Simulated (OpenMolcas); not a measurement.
An OpenMolcas run meant for Li I (ANO-R2, X2C; inactive shells 1s; intended active space 1 electron in 4 orbitals (2s 2p)). One step of its input:

```
&CASPT2
Multistate=1 1
Frozen=0 0
IPEA=3.0
Imaginary=0.1
MaxIter=60
WThr=0.0 0.3 0.05
PrWF=0.5
NoMix
```

The run finished. Its levels beside those of a sound run (SS-CASPT2, IPEA 0.25 Eh, imaginary shift 0.1 Eh (closed shells correlated: 1s)), in cm-1 above each run's lowest level:

| Level | This run | Usual run |
| --- | --- | --- |
| 2s 2S 1/2 | 0.0 | 0.0 |
| 2p 2P* 1/2 | 24924 | 24948 |
| 2p 2P* 3/2 | 24925 | 24948 |

**Question.** Which setting is unsound, and how much does it matter here?

**Answer.** The IPEA shift is far above its usual 0.25 hartree. Against the sound run the excited levels shown move by 23 cm-1 on average and by 23 cm-1 at most.

ANO sets are built for ground and valence states and can reach diffuse excited orbitals poorly. With one active electron, CASPT2 adds the correlation within the correlated inactive shells and between them and that electron, and leaves the splitting within a term as the reference gives it. The ANO-R sets hold no well-fitted valence p shell for this element, so s → p excitations can come out far too high. Levels of configurations outside the active space are missing.

* marks odd parity.
